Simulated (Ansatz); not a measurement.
Na₂O₂H₂⁺, that is (NaOH)2 ring with one electron fewer. Charge 1, multiplicity 2. Geometry r2SCAN-D4/def2-TZVP, that of the neutral singlet; atoms count from 1.

```xyz
6

Na   -0.143    0.769   -1.179
O     1.560   -0.055   -0.225
Na    0.143   -0.769    1.179
O    -1.560    0.055    0.225
H     2.507   -0.089   -0.361
H    -2.507    0.088    0.361
```

Question: Estimate the Mulliken populations from the PBE0/def2-TZVP orbitals of Ansatz.

Answer: 
| atom | charge (e) | spin (α − β) |
| --- | --- | --- |
| Na1 | 0.89 | -0.02 |
| O2 | -0.75 | 0.53 |
| Na3 | 0.89 | -0.02 |
| O4 | -0.75 | 0.53 |
| H5 | 0.37 | -0.01 |
| H6 | 0.37 | -0.01 |
Mulliken values and Mayer orders depend strongly on the basis.

Question: Where does the spin sit?

Answer: Summed by element: Na -0.04, O 1.07, H -0.03, of 1 unpaired in all. Largest on single atoms: O2 0.53, O4 0.53, Na1 -0.02.
